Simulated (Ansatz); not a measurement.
Mulliken charges of H4NO2Si, SMILES `N[SiH]([O])O` radical from r2SCAN/def2-TZVPP in Ansatz (PBE0-D4/def2-TZVP geometry).

| atom | x (Å) | y (Å) | z (Å) | charge (e) |
| --- | --- | --- | --- | --- |
| N1 | -0.903 | -0.010 | 0.957 | -0.451 |
| Si2 | 0.279 | 0.284 | -0.211 | 0.734 |
| O3 | -0.197 | 1.512 | -1.212 | -0.317 |
| O4 | 0.573 | -1.187 | -0.865 | -0.411 |
| H5 | -1.157 | -0.941 | 1.234 | 0.176 |
| H6 | -1.524 | 0.701 | 1.297 | 0.170 |
| H7 | 1.567 | 0.923 | 0.200 | -0.105 |
| H8 | 1.362 | -1.281 | -1.399 | 0.206 |

Task: By hand: the dipole of these point charges (1 e Å = 4.8032 D).

Result: Σ q r = (0.092, -0.186, 0.282) e Å, of length 0.350 e Å = 1.68 D.

Task: How does the dipole of the full density compare? (Estimate.)

Result: Ansatz gave: (0.060, -0.267, 0.256) e Å, 1.80 D; the point charges give 0.93 times that, at 14° from its direction.

Point charges leave out the atoms' own dipoles, such as those of lone pairs, and Mulliken's split depends on the basis, so the close match here is no proof of good charges.
